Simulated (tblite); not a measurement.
C7H14P (charge +1).
Z-matrix (Å and degrees, GFN2-xTB geometry), rows numbered from 1:
```
C 
C   1  1.3261
P   2  1.7909  1  123.00
C   3  1.8054  2  110.89  1   123.71
C   3  1.8158  2  112.20  1  -111.98
C   5  1.5423  3  115.34  2    65.15
C   6  1.5372  5   89.20  3   127.12
C   7  1.5371  6   90.26  5    -9.54
H   1  1.0777  2  121.37  3   179.67
H   1  1.0789  2  122.49  3    -0.64
H   2  1.0840  1  122.15  3  -179.41
H   3  1.3804  2  107.31  1     5.37
H   4  1.0900  3  110.10  2   -61.06
H   4  1.0904  3  109.77  2   178.18
H   4  1.0917  3  109.18  2    58.63
H   5  1.0937  3  108.56  2   -63.84
H   6  1.0903  5  113.48  3    12.12
H   6  1.0867  5  115.44  3  -114.25
H   7  1.0863  6  112.89  5   105.59
H   7  1.0860  6  115.57  5  -128.20
H   8  1.0866  5  115.43  3   114.00
H   8  1.0906  5  113.65  3   -12.77
```

Computed with GFN2-xTB (tblite): harmonic, unscaled wavenumbers at the GFN2-xTB geometry, gas phase. The method is semi-empirical: single wavenumbers can be off by several per cent or more. Modes of hydrogen on phosphorus can be 10 to 20 % off. One conformer, not necessarily the lowest.

Harmonic wavenumbers (cm⁻¹): 44.4, 57.1, 62.5, 113.1, 158.8, 168.9, 180.4, 290.0, 293.7, 344.0, 545.7, 609.6, 706.6, 752.5, 777.2, 799.2, 806.3, 814.0, 824.7, 888.1, 915.7, 929.4, 978.0, 986.4, 993.0, 998.9, 1038.0, 1043.1, 1058.4, 1091.6, 1170.6, 1174.5, 1184.7, 1208.7, 1214.7, 1239.0, 1255.2, 1259.0, 1312.9, 1374.1, 1387.1, 1390.3, 1460.6, 1462.5, 1482.3, 1638.5, 2401.3, 2930.6, 2981.3, 2982.2, 2986.7, 2994.6, 3000.7, 3025.6, 3032.5, 3036.6, 3045.7, 3049.2, 3090.9, 3125.8.

A = 2610, B = 1161, C = 873.6 MHz; mass 129.083 u (most abundant isotopes); point group C1, symmetry number 1.

What is the zero-point energy?

Half the sum of the wavenumbers: 41084 cm⁻¹ = 117.47 kcal/mol.

What is S at 273.15 K and 1 bar for an ideal gas of classical rigid rotors and harmonic oscillators?

Translation 40.07, rotation 28.93, vibration 30.08: S = 99.1 cal/(mol K).

And Cp and H(273.15 K) − H(0)?

Cp = 36.97 cal/(mol K), of which vibrations give 29.02 (their classical limit is 60 R = 119.2); H(273.15 K) − H(0) = 6.30 kcal/mol without the zero-point energy, 4.13 from vibrations.

Which modes carry the vibrational entropy at 273.15 K?

44.4 cm⁻¹: 4.88; 57.1 cm⁻¹: 4.38; 62.5 cm⁻¹: 4.20; 113.1 cm⁻¹: 3.05; 158.8 cm⁻¹: 2.40; 168.9 cm⁻¹: 2.28 cal/(mol K); the other 54 give 8.88 together.

Blend soft modes into free rotors: weight 1/[1 + (100 cm⁻¹/ν̃)⁴] for the oscillator and the rest for a rotor with moment μB/(μ + B), μ = h/(8π²ν), B = 10⁻⁴⁴ kg m². What vibrational entropy results?

26.87 cal/(mol K) in place of 30.08, which changes −T·S at 273.15 K by +0.87 kcal/mol.

Hindered rotation and anharmonicity are outside this model. Other conformers, if any are populated, would add a mixing term that is left out. The structure is chiral; the term R ln 2 for an equal mix with its mirror image is left out.
